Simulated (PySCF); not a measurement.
BHandHLYP on Ir (iridium, neutral), [Xe] 4f14 5d9, 2D determinant (an excited configuration). Calculation: PySCF 2.14, in aug-cc-pwCVTZ-PP with ECP60MDF; a scalar-relativistic core potential.

```
cycle= 3 E= -104.220574215432  delta_E= -0.00201  |g|= 0.0228  |ddm|= 0.0699
cycle= 4 E= -104.223222346542  delta_E= -0.00265  |g|= 0.0255  |ddm|= 0.0826
cycle= 5 E= -104.216355762026  delta_E= 0.00687  |g|= 0.0272  |ddm|= 0.314
cycle= 6 E= -104.217155272382  delta_E= -0.0008  |g|= 0.0204  |ddm|= 0.0577
cycle= 7 E= -104.220600877482  delta_E= -0.00345  |g|= 0.00925  |ddm|= 0.268
cycle= 8 E= -104.221521939914  delta_E= -0.000921  |g|= 0.0148  |ddm|= 0.211
cycle= 9 E= -104.221535716107  delta_E= -1.38e-05  |g|= 0.0075  |ddm|= 0.0334
cycle= 10 E= -104.221663400434  delta_E= -0.000128  |g|= 0.00548  |ddm|= 0.0551
cycle= 11 E= -104.22164763633  delta_E= 1.58e-05  |g|= 0.00299  |ddm|= 0.0344
cycle= 12 E= -104.221649318111  delta_E= -1.68e-06  |g|= 0.00247  |ddm|= 0.00262
cycle= 13 E= -104.2216526748  delta_E= -3.36e-06  |g|= 0.000289  |ddm|= 0.00429
cycle= 14 E= -104.22165270186  delta_E= -2.71e-08  |g|= 3.24e-05  |ddm|= 0.00213
cycle= 15 E= -104.221652702779  delta_E= -9.19e-10  |g|= 2.39e-06  |ddm|= 9.72e-05
converged SCF energy = -104.221652702779  <S^2> = 0.75380108  2S+1 = 2.0037975
```

Highest occupied orbital energy: -6.009 eV; ⟨L²⟩ = 8.32; populations by l: s 2.38, p 6.00, d 8.62, f 0.00.

(1) Can this result be used?

## Answers

(1) Not for this state. The calculation finished and met its thresholds. ⟨L²⟩ = 8.32 against 6 for a pure D term, so this real determinant mixes terms. Energies and moments cover only the electrons outside the core potential. Spin-orbit coupling, absent here, splits the open shell strongly. The s, p, d and f populations moved away from the nominal configuration during the SCF.
